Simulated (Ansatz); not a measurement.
Isolated molecules relaxed with PBE0-D4/def2-TZVP in Ansatz; ΔE leaves out vibrations. CCSD(T)/CBS adds triple-zeta CCSD(T) − MP2 to the extrapolated MP2 energy (def2 sets, frozen cores). This one scheme is used for every species. DFT in def2-TZVPP. Elements past krypton have def2 core potentials. For Sb outer-core shells are correlated without core-valence functions, which leaves a few kJ/mol of doubt a bond.

Consider the formal exchange of groups at the Si–Cl bond: `C[SiH]([AlH2])Cl` + stibine → `C[SiH]([AlH2])[SbH2]` + HCl.

```csv
level,ΔE (eV)
revPBE-D4,0.25
BHLYP,0.65
```

(1) What does CCSD(T)/CBS give? (Best estimate.)

Largest T1 diagnostic among the species: 0.014.

## Answers

(1) The calculation gave: +0.34 eV. The listed levels differ from it by -0.09, 0.31 eV.

At CCSD(T), def2-SVP lies +0.06 eV from the extrapolated value and def2-TZVPP +0.06 eV. From BLYP to BHLYP (50 % exact exchange), in def2-TZVPP and without D4, ΔE moves by +0.11 eV. The D4 term adds −0.11 eV with B3LYP and −0.06 eV with PBE0; it sums over pairs of atoms, weighted by their polarisabilities, and B3LYP, whose exchange is more repulsive, gets the larger term.

B3LYP here is the variant with VWN-RPA as its local correlation; programs differ in this.
